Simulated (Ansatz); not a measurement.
Reaction (formal exchange of groups at a B–C bond): `N=C(F)BS` + `O=CO[SiH3]` → `[SiH3]OBS` + `N=C(F)C=O`

Computed with Ansatz on PBE0-D4/def2-TZVP structures; ΔE is electronic, products minus reactants. CCSD(T)/CBS is the MP2 limit (def2-TZVPP, def2-QZVPP) plus CCSD(T) − MP2 in def2-TZVPP, frozen cores. Functionals use def2-TZVPP. One conformer a species, not always the lowest.

| species | CAM-B3LYP energy (Eh) |
| --- | --- |
| `N=C(F)BS` | -617.59066 |
| `O=CO[SiH3]` | -480.52012 |
| `[SiH3]OBS` | -790.91127 |
| `N=C(F)C=O` | -307.22255 |

Task: Work out ΔE.

Result: ΔE = (-790.91127) + (-307.22255) − (-617.59066) − (-480.52012) = -0.02304 Eh = -60.5 kJ/mol. CCSD(T)/CBS gives -61.5 kJ/mol.

Largest T1 diagnostic among the species: 0.016.

From r2SCAN to r2SCAN0 (25 % exact exchange), in def2-TZVPP and without D4, ΔE moves by −4.3 kJ/mol. In def2-TZVPP, CCSD(T) changes the Hartree–Fock value by +14.9 kJ/mol (the triples alone add +4.0 kJ/mol) and MP2 by +15.0 kJ/mol.
